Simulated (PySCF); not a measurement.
BiI₂, SMILES [I][Bi][I], multiplicity 2.

Geometry: PBE0-D3(BJ)/def2-SVP. The spin state was assumed, not searched. The isomer is the one that the SMILES or the coordinates give; other isomers of the formula were not compared. The def2 effective core potentials stand for the cores of Bi, I; spin–orbit coupling is left out.

These are PBE/def2-TZVPD in PySCF values and carry that method's errors.

The molecule is in vacuum.

### Question
Estimate the frontier levels, dipole moment and polarisability. (Estimate from the structure and the level; the computed values follow.)

### Answer

```yaml
"α spin, highest occupied and lowest empty level": -5.03 and -3.34 eV
"β spin, highest occupied and lowest empty level": -6.47 and -4.15 eV
dipole_moment: 2.37 D
quadrupole, principal values (traceless, Buckingham form, about the centre of nuclear charge): -4.36, -2.03, 6.40 D·Å
mean_static_polarisability: 132.5 bohr³ (19.64 Å³)
polarisability_principal_values: 94.6, 121.7, 181.3 bohr³
"⟨S²⟩": 0.753 (pure state 0.75)
```
